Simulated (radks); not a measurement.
Results of a calculation; reference values are marked as such.
W2+, 72 electrons, occupied as [Kr] 4d10 4f14 5s2 5p4 5d4 5f2 (not the ground configuration). Level of theory: Dirac Kohn-Sham, PBEsol, spin-unpolarised, spherical densities, finite nucleus; open shells are shared between the two j in proportion to 2j + 1; Fermi nuclear charge, rms radius 5.3658 fm (a radial shooting solver on a logarithmic mesh with Libxc functionals).

Unscreened Slater integrals over Kohn-Sham orbitals (eV). Large and small components are both included. Empty in this configuration: 6s1/2.

F0(5f7/2,5f7/2): 5.6064
F2(5f7/2,5f7/2): 2.8999
F4(5f7/2,5f7/2): 1.8826
F6(5f7/2,5f7/2): 1.3745
F0(5f7/2,5f5/2): 5.6194
F2(5f7/2,5f5/2): 2.9040
F4(5f7/2,5f5/2): 1.8844
G2(5f7/2,5f5/2): 2.9037
G4(5f7/2,5f5/2): 1.8843
G6(5f7/2,5f5/2): 1.3755
F0(5f7/2,5d5/2): 7.1744
F2(5f7/2,5d5/2): 1.9963
F4(5f7/2,5d5/2): 0.98846
G1(5f7/2,5d5/2): 1.4864
G3(5f7/2,5d5/2): 0.88990
G5(5f7/2,5d5/2): 0.62235
F0(5f7/2,5d3/2): 7.1871
F2(5f7/2,5d3/2): 1.9398
G3(5f7/2,5d3/2): 0.83780
G5(5f7/2,5d3/2): 0.58640
F0(5f7/2,6s1/2): 6.8099
G3(5f7/2,6s1/2): 1.8893
F0(5f5/2,5f5/2): 5.6325
F2(5f5/2,5f5/2): 2.9082
F4(5f5/2,5f5/2): 1.8864
F0(5f5/2,5d5/2): 7.2114
F2(5f5/2,5d5/2): 2.0248
F4(5f5/2,5d5/2): 1.0079
G1(5f5/2,5d5/2): 1.5294
G3(5f5/2,5d5/2): 0.91445
G5(5f5/2,5d5/2): 0.63909
F0(5f5/2,5d3/2): 7.2245
F2(5f5/2,5d3/2): 1.9681
G1(5f5/2,5d3/2): 1.4397
G3(5f5/2,5d3/2): 0.86208
F0(5f5/2,6s1/2): 6.8381
G3(5f5/2,6s1/2): 1.9116
F0(5d5/2,5d5/2): 14.854
F2(5d5/2,5d5/2): 7.8357
F4(5d5/2,5d5/2): 5.2233
F0(5d5/2,5d3/2): 15.031
F2(5d5/2,5d3/2): 7.9235
G2(5d5/2,5d3/2): 7.9161
G4(5d5/2,5d3/2): 5.2775
F0(5d5/2,6s1/2): 11.264
G2(5d5/2,6s1/2): 2.8945
F0(5d3/2,5d3/2): 15.216
F2(5d3/2,5d3/2): 8.0236
F0(5d3/2,6s1/2): 11.326
G2(5d3/2,6s1/2): 2.7338
F0(6s1/2,6s1/2): 9.7653
